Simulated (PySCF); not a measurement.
# Ionisation energy of F³⁺ by level of theory

F³⁺ [He] 2s2 2p2 [2p1/2^2, M_J = 0] → F⁴⁺ [He] 2s2 2p1 [2p1/2^1, M_J = 1/2], as a difference of total energies. All numbers are calculated (PySCF 2.14, the two-component X2C-1e Hamiltonian, in x2c-TZVPPall-2c). Correlated levels: 1s2 frozen. "Screened" scales the spin-orbit matrix elements by Boettger's factors to mimic the two-electron term; Breit and QED terms are absent.

```tsv
method	ionisation energy (eV)	difference from reference (eV)
GHF (spin-free)	86.792	-0.383
GMP2 (spin-free)	87.216	+0.041
GHF (screened spin-orbit)	86.762	-0.413
GMP2 (screened spin-orbit)	87.186	+0.011
```

Reference: 87.175 ± 0.017 eV (semi-empirical (NIST evaluation); NIST Atomic Spectra Database, ionization energies).

Errors of the correlated levels include the incompleteness of this basis and the frozen core.

The labels give the starting determinants; with spin-orbit coupling the two ends relaxed to ⟨J²⟩ = 1.97, ⟨L²⟩ = 2.00, ⟨S²⟩ = 2.00 and ⟨J²⟩ = 0.93, ⟨L²⟩ = 2.01, ⟨S²⟩ = 0.75.

The determinant of F³⁺ mixes levels of different J (the jj label is only the starting occupation), so the difference between spin-free and spin-orbit rows is not the physical spin-orbit shift.
